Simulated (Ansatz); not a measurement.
This geometry of C2H5ClF2Si (11 atoms, charge 0, multiplicity 1) is a first-order saddle point.

The calculation used Ansatz, RHF/def2-SVP.

```xyz
11
Properties=species:S:1:pos:R:3
C 0.730 -1.254 -0.327
C 0.480 0.028 0.474
F 0.219 -0.293 1.794
Si -1.001 1.045 -0.108
F -0.781 1.342 -1.670
Cl -1.065 2.846 0.872
H 0.611 -2.104 0.344
H 1.739 -1.281 -0.736
H 0.037 -1.386 -1.159
H 1.372 0.655 0.478
H -2.277 0.347 0.058
```

Problem. Which two structures does it join? (They come from a converged band through this point; their orientation in space is the band's.)

Solution. No bond is made or broken. The dihedral H9–C1–C2–Si4 goes from 64 to -57°. The two ends are copies of one structure, up to a mirror image or an exchange of like atoms.

Image 0:

```xyz
11
Properties=species:S:1:pos:R:3
C 0.829 -1.138 -0.455
C 0.575 0.137 0.324
F 0.752 -0.115 1.670
Si -1.168 0.844 0.134
F -1.421 1.050 -1.439
Cl -1.292 2.681 1.038
H 0.118 -1.919 -0.181
H 1.834 -1.505 -0.245
H 0.743 -0.952 -1.527
H 1.306 0.896 0.038
H -2.211 -0.037 0.664
```

Image 8:

```xyz
11
Properties=species:S:1:pos:R:3
C 0.694 -1.278 -0.269
C 0.449 0.001 0.506
F 0.099 -0.317 1.803
Si -0.949 1.077 -0.175
F -0.609 1.364 -1.718
Cl -1.005 2.879 0.804
H 1.478 -1.862 0.215
H 1.009 -1.049 -1.288
H -0.207 -1.893 -0.314
H 1.368 0.588 0.555
H -2.262 0.434 -0.098
```

Problem. How far does it lie above each of them?

Solution. 0.160 eV above the first and 0.160 eV above the second. This is the barrier of this one path; another mechanism may lie lower.

Run time: 52 s on 2 threads of Arm Neoverse V2, with other jobs on the host, peak memory 0.27 GiB.
